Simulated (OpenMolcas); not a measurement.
**Predicting a hybrid from its neighbours: GeO**

GeO: 2 atoms, total charge 0, spin state singlet. SMILES: `[O]=[Ge]`. The shape is that of a PBE0-D4/def2-TZVP optimisation.

The HOMO–LUMO gap y, in eV, basis cc-pVTZ; a is the functional's share of exact exchange. Programs: OpenMolcas 26.06.

| functional | program | a | y (eV) |
| --- | --- | --- | --- |
| r2SCAN | OpenMolcas | 0 | 4.77 |
| PBE | OpenMolcas | 0 | 4.35 |
| B3LYP | OpenMolcas | 0.2 | ? |
| PBE0 | OpenMolcas | 0.25 | 6.47 |
| BHLYP | OpenMolcas | 0.5 | 8.51 |

Q: Fit y = c + s·a to the known rows and predict B3LYP.

A: 
1. Means of the 4 rows: a = 0.1875, y = 6.025.
2. Σ(Δa)² = 0.17188, Σ(Δa·Δy) = 1.3538, so the slope is 1.3538/0.17188 = 7.8764.
3. Intercept: 6.025 − (7.8764) × 0.1875 = 4.548. The largest residual of the fit is 0.22.
4. B3LYP: 4.548 + (7.8764) × 0.2 = 6.12 eV.

The run gave 6.02 eV, so the prediction is off by +0.10 eV, within the scatter of the fit. Exact exchange lowers occupied levels and raises empty ones. The rows mix families of semi-local functionals, which the line can't see.
